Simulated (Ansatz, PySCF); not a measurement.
Reaction (SMILES): C[Si](C)(P)P -> [CH3] (CH3) + C[Si](P)P (the C-Si bond at the site shown breaks; other sites are not compared here)
Each molecule is optimised on its own at B3LYP-D3(BJ)/def2-TZVP (Ansatz, an electronic-structure program), one conformer each, not searched for the lowest.

Quantity: bond dissociation energy (enthalpy at 298 K, with B3LYP-D3(BJ) rigid-rotor harmonic-oscillator terms from PySCF), in kcal/mol. Cores are frozen in the correlated levels unless marked. Open shells are spin-unrestricted. No spin-orbit coupling. No relativistic terms. CBS marks a two-point X^-3 extrapolation of the correlation energy; Hartree-Fock from the larger set.

| level | program | bond dissociation energy (kcal/mol) | minus last row |
|---|---|---|---|
| revPBE-D4/def2-TZVPD | Ansatz + dftd4 | 82.9 | -6.4 |
| B3LYP/def2-TZVPD | Ansatz | 80.5 | -8.8 |
| PBE0-D4/def2-TZVP | Ansatz + dftd4 | 85.7 | -3.6 |
| PBE0-D4/def2-TZVPD | Ansatz + dftd4 | 85.6 | -3.7 |
| BHLYP-D4/def2-TZVPD | Ansatz + dftd4 | 83.7 | -5.6 |
| HSE06-D4/def2-TZVPD | Ansatz + dftd4 | 85.5 | -3.8 |
| SCS-MP2/6-31G | Ansatz | 75.4 | -13.9 |
| CCSD/6-31G | Ansatz | 73.4 | -15.9 |
| CCSD/cc-pV(Q+d)Z | Ansatz | 86.1 | -3.2 |
| CCSD(T)/CBS(cc-pV(T+d)Z,cc-pV(Q+d)Z) | Ansatz | 89.3 | 0.0 |
